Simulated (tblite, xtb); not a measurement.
C2H5 (SMILES [CH2]C), doublet, at a GFN2-xTB geometry. Base run: xtb with GFN1-xTB.

Geometry (Å):
```xyz
7

C     -0.0261    -0.6856    -0.0147
C      0.0091     0.7843     0.0165
H      0.9882    -1.1100    -0.0157
H     -0.5309    -1.0869     0.8644
H     -0.5216    -1.0501    -0.9140
H      0.1092     1.3061     0.9478
H      0.0570     1.3490    -0.8934
```
Charge 0, spin multiplicity 2.
All else is at xtb's defaults.
Base energy -6.83770 Eh.

Programs used: tblite, xtb; a row that names a program was run with it.

The base run was repeated with changes; each row names its change, and settings that it needs were set with it.

| change | ΔE vs base (kcal/mol) | dipole (D) | G_solv (kcal/mol) | SCF cycles |
|---|---|---|---|---|
| base | 0.000 | 0.52 | - | 9 |
| acc = 0.0001 | 0.000 | 0.52 | - | 13 |
| acc = 0.1 | 0.000 | 0.52 | - | 10 |
| acc = 30 | 0.000 | 0.52 | - | 7 |
| gbsa = water | 0.581 | 0.57 | 0.55 | 9 |
| alpb = dmf | -0.91 | 0.56 | -0.93 | 9 |
| program = tblite; method = gfn1 | 0.000 | - | - | - |
| program = tblite; method = gfn1; option = (--guess, eeq) | 0.000 | - | - | - |
| etemp = 10000 | -7.36 | 0.57 | - | 9 |
| program = tblite; method = gfn1; option = (--alpb, water) | 0.94 | - | - | - |

ALPB and GBSA are two models with their own fitted parameters for each solvent, which aren't always the measured dielectric constant.
